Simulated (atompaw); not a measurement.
**Pseudopotential generation for indium (In): PAW (atompaw), LDA (PW92), scalar-relativistic.**

atompaw 4.2.0.5 input, output lines left out:

```
In 49
LDA-PW scalarrelativistic loggrid 1500 logderivrange -3 5 201
5 5 4 0 0 0
5 1 1
0 0 0
c
c
c
c
v
c
c
c
v
c
c
2
2.75 2.65 2.15 1.65
y
0.2
n
y
2.55
n
y
0.2
n
custom polynom gramschmidtortho besselshape
3 -0.5 troulliermartins
2.35
2.35
2.75
2.75
2.45
```

All-electron outer shells of the reference configuration (LDA (PW92), scalar-relativistic, ld1.x):

```tsv
shell	level (eV)	outermost node (bohr)	outermost maximum (bohr)
4p	-78.05	0.42	0.82
4d	-18.72	0.40	0.94
5s	-8.48	1.02	2.13
5p	-2.70	1.14	2.85
```

(1) Estimate the cutoffs (Ry, on a coarse ladder) from which the occupation-weighted sum of valence levels, in a spherical-Bessel basis at the reference potential, stays within 10 and 1 mRy of its value at 400 Ry.

(2) Does the potential have ghost states?

(3) Is the overlap operator S = 1 + Σ q|β⟩⟨β| positive definite (Bessel basis up to 400 Ry)?

(4) Which valence shell sets the plane-wave cutoff?

Answers

(1) 10 Ry and 10 Ry.

(2) Ghost states, extra bound levels that the all-electron valence spectrum of the same l lacks: s at -531.4 eV, p at -5.1 eV. A true bound ghost makes a file unfit for plane-wave use. The logarithmic derivative shows an extra or strongly shifted pseudo pole above the reference energy (d near 0.60 Ry).

(3) Yes: its lowest eigenvalue is 0.04 (s channel).

(4) 5s: its level needs 10 Ry to come within 1 mRy, against 6 Ry for 5p.
